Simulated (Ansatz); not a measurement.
The cluster Ga2O2. Charge 0, multiplicity 1. Geometry PBE-D4/def2-SVP.

```csv
atom,x (Å),y (Å),z (Å)
Ga1,-0.767,-0.480,-0.161
Ga2,2.227,1.396,0.467
O3,0.697,0.436,0.144
O4,-2.158,-1.351,-0.450
```

The 6-31G sets use Cartesian d functions. B3LYP takes the VWN-RPA correlation. HSE06 is defined as in plane-wave codes, on full-range PBE exchange. The structure comes from a short search, and lower isomers may exist.

(1) Estimate the orbital energies around the gap (eV) in Ansatz with HF/STO-3G, HF/6-31G, B3LYP-D4/def2-TZVP, PBE0-D4/def2-TZVP, HSE06-D4/def2-TZVP.

Answers

(1) 
```
orbital  HF/STO-3G  HF/6-31G  B3LYP-D4/def2-TZVP  PBE0-D4/def2-TZVP  HSE06-D4/def2-TZVP
 HOMO−9     -10.04    -31.95              -23.00             -23.58              -23.18
 HOMO−8      -9.80    -31.56              -22.81             -23.39              -22.99
 HOMO−7      -9.10    -30.14              -21.44             -21.99              -21.57
 HOMO−6      -9.03    -17.16              -13.20             -13.51              -13.09
 HOMO−5      -8.80    -13.74               -9.51              -9.82               -9.40
 HOMO−4      -8.80    -13.74               -9.51              -9.82               -9.40
 HOMO−3      -7.57    -11.87               -9.25              -9.42               -9.01
 HOMO−2      -7.32    -10.83               -7.93              -8.04               -7.64
 HOMO−1      -7.25    -10.83               -7.11              -7.32               -6.91
   HOMO      -6.01     -9.79               -7.11              -7.32               -6.91
   LUMO       4.77      0.85               -2.04              -1.73               -2.09
 LUMO+1       5.19      0.85               -1.93              -1.69               -2.05
 LUMO+2       6.86      1.17               -1.93              -1.69               -2.05
 LUMO+3       6.91      2.46               -0.18               0.12               -0.25
 LUMO+4       7.14      2.46               -0.18               0.12               -0.25
 LUMO+5      12.77      3.37                0.87               1.15                0.78
```
